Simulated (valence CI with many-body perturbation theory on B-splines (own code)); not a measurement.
Hf50+ in three bases

Computed by valence CI with perturbative core correlation (CI+MBPT): four valence electrons over a frozen Dirac-Fock core [Ar], radial functions for each j: 7 s, 7 p, 8 d, 6 f, 4 g, 1 h, with the one-electron correlation potential Σ1, the two-electron term Σ2, the three-electron term Σ3, Breit, model QED; selected CI, second order for the rest, scaled by the run's own slope (own B-spline code, finite nucleus).

The last digits are not significant, and no measured levels were compared; by estimate large intervals hold to a few tenths of a per cent, small ones and those within an open d or f shell to about a per cent. Only levels of the ground parity were solved; by the run's estimate the other parity begins above the list, which can be wrong where configurations are misplaced.

The reference run has the lowest level (3d3/2^4) J=0 and an ionisation energy of 4573.07 eV. Its largest variational space holds 17310 state functions.

Levels are named by their leading jj configuration (3d3/2^4 stands for four electrons in 3d with j = 3/2), which in mixed levels can hold well under half, so a name can repeat and another be missing. Letters in brackets count levels of one name in rising energy.

Changed runs:
A. basis 6 s, 6 p, 5 d, 5 f, 1 g
B. basis 5 s, 5 p, 4 d, 4 f

Excitation energies of the reference run in cm⁻¹, and shifts in cm⁻¹:

```tsv
Level	Reference	A	B
(3d3/2^3 3d5/2) J=1	447168	-246	-420
(3d3/2^3 3d5/2) J=4	540667	+20	+303
(3d3/2^3 3d5/2) J=2	562382	-76	+250
(3d3/2^3 3d5/2) J=3	589539	-22	+397
(3d3/2^2 3d5/2^2) J=0 [a]	962131	-270	-497
(3d3/2^2 3d5/2^2) J=2 [a]	968584	-225	-113
(3d3/2^2 3d5/2^2) J=4 [a]	984433	-216	-156
(3d3/2^2 3d5/2^2) J=3 [a]	1000170	-246	-111
(3d3/2^2 3d5/2^2) J=5	1029690	-84	+283
(3d3/2^2 3d5/2^2) J=6	1052060	+18	+559
(3d3/2^2 3d5/2^2) J=1	1068180	-93	+360
(3d3/2^2 3d5/2^2) J=3 [b]	1094400	+2.2	+704
Ionisation energy (eV)	4573.07	-0.09	-0.14
```
